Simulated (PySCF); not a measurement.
germane, GeH₄, SMILES [GeH4], point group Td.

Level: PBE0/pcSseg-2 in PySCF (density fitting, grid level 2); geometry and Hessian at that level, cubic constants and property derivatives from steps of ±0.6 along each species' dimensionless normal coordinates, second-order vibrational perturbation theory. The parent has the commonest isotopes.

Equilibrium geometry (Å):

| atom | x | y | z |
| --- | --- | --- | --- |
| Ge1 | 0.0069 | 0.0023 | -0.0137 |
| H2 | -0.9211 | -1.0731 | -0.5876 |
| H3 | -0.5528 | 1.3894 | -0.3447 |
| H4 | 1.4020 | -0.1456 | -0.6293 |
| H5 | 0.0995 | -0.1616 | 1.5067 |

Task: How much do zero-point and thermal motion change the parent's shieldings?

Result: 
```csv
atom,σe (ppm),"anharmonic part, 0 K","harmonic part, 0 K",Δσ at 0 K,Δσ at 100 K,Δσ at 298.15 K
Ge1,1663.86,-4.54,-0.72,-5.26,-5.35,-5.11
H2,27.76,-0.23,-0.13,-0.36,-0.37,-0.38
```

Task: And the bond lengths, in the parent and with ⁷⁶Ge at 1?

Result: 
```json
{"bond": "Ge1–H2", "re (Å)": "1.5320", "⟨r⟩ at 0 K": "1.5527", "between mean positions": "1.5446", "⟨r⟩, labelled": "1.5527"}
```

Task: What are the dipole moments?

Result: 0.000 D at equilibrium; averaged at 0 K: parent 0.000 D; ⁷⁶Ge at 1 0.000 D; ²H at 2 0.005 D; ²H at 2, ²H at 3, ²H at 4 0.006 D; ²H at 2, ²H at 3, ²H at 4, ²H at 5 0.000 D; ²H at 2, ²H at 3 0.006 D; ⁷⁶Ge at 1, ²H at 2 0.005 D.

Spin–orbit effects of the heavy atoms on shieldings are missing.

The study (163 SCF points, 119 basis functions) took 11 min on 1 thread of Intel Xeon Platinum 8488C (shared host) (rough), peak memory 0.51 GiB, launched as `OMP_NUM_THREADS=1 python ens_run.py task.json out`.
